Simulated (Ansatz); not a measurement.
Reactions of `CO[SiH2]C`.

Program: Ansatz. Geometries: PBE0-D4/def2-TZVP. ΔE: electronic, gas phase. CCSD(T)/CBS is the MP2 limit (def2-TZVPP, def2-QZVPP) plus CCSD(T) − MP2 in def2-TZVPP, frozen cores. This one scheme is used for every species, atoms too. Open shells (•) are unrestricted, without spin–orbit coupling. Spin–orbit coupling would lower the free atoms: a little for C, O, Si. For Mg outer-core shells are correlated without core-valence functions, so the limit isn't a true one: a few kJ/mol of doubt a bond, and 10 to 20 or more in all where bonds break to atoms. One conformer a species, not always the lowest.

**Question.** Order these by ΔE at CCSD(T)/CBS, lowest first. (Estimate.)
A. `CO[SiH2]C` + `N[SiH2]O[SiH](N)Cl` → `C[SiH2]O[SiH2]N` + `CO[SiH](N)Cl`
B. `CO[SiH2]C` + `N[SiH](N)S` → `CN[SiH](N)S` + `C[SiH2]O`
C. `CO[SiH2]C` + `[NH2][Mg][OH]` → `C[O][Mg][NH2]` + `CO[SiH3]`
D. `CO[SiH2]C` + `[CH3][Al]1[CH2][SiH2]1` → `C[SiH2][Al]1[CH2][SiH2]1` + `COC`
E. `CO[SiH2]C` → CH₃OH + `C[SiH]`
F. `CO[SiH2]C` + HCl → `CO[SiH2]Cl` + CH₄
G. `CO[SiH2]C` → 2 C• + 8 H• + O• + Si•
H. `CO[SiH2]C` → `C[O]`• + `C[SiH2]`•

**Answer.** F (-1.18 eV), B (-0.16 eV), A (0.00 eV), C (+1.11 eV), D (+1.73 eV), E (+3.39 eV), H (+5.19 eV), G (+45.57 eV).

Largest T1 diagnostic: 0.019, for `C[O]`•.
